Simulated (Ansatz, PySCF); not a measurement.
Molecule: sum formula H$_{4}$SiNO$_{3}$, charge 0, multiplicity 2. It need not be the lowest isomer of its formula. 
Structure (B3LYP-D3(BJ)/def2-TZVP (Ansatz, a first-principles code) minimum search):
```xyz
9

Si    -0.0174    -0.0099    -0.0027
O      1.4382    -0.3861    -0.6553
O      0.3037     0.5302     1.5128
O     -0.8487     1.1523    -0.7931
N     -1.0188    -1.4280    -0.1555
H      1.4381    -0.9549    -1.4298
H      1.1545     0.2901     1.8887
H     -0.7416     2.0578    -0.4909
H     -1.6222    -1.6290     0.6432
```
Charge 0, spin multiplicity 2.

Total electronic energies in hartree. Correlated levels leave the core frozen unless marked. Open shells are spin-unrestricted. Spin-orbit coupling is left out. Non-relativistic. Basis-set limits of correlation are two-point, X^-3; Hartree-Fock from the larger set. [CCSD(T)-MP2]/basis is that difference in the basis named.

```tsv
level	program	energy (Eh)
HF/cc-pV(D+d)Z	Ansatz	-570.45716
HF/cc-pV(Q+d)Z	Ansatz	-570.61826
PBE0/def2-QZVPP	Ansatz	-572.18681
TPSSh-D3(BJ)/def2-TZVPD	PySCF + dftd3	-572.59566
B2GP-PLYP/def2-TZVPD	Ansatz	-572.19215
MP2/STO-3G	Ansatz	-563.37599
SCS-MP2/6-31G*	Ansatz	-571.12476
CCSD(T)/cc-pV(D+d)Z	Ansatz	-571.28756
RI-MP2/CBS(cc-pV(T+d)Z,cc-pV(Q+d)Z)+[CCSD(T)-MP2]/cc-pV(T+d)Z	Ansatz	-571.8214
```

Totals of different functionals don't rank their quality; only differences between species are comparable.
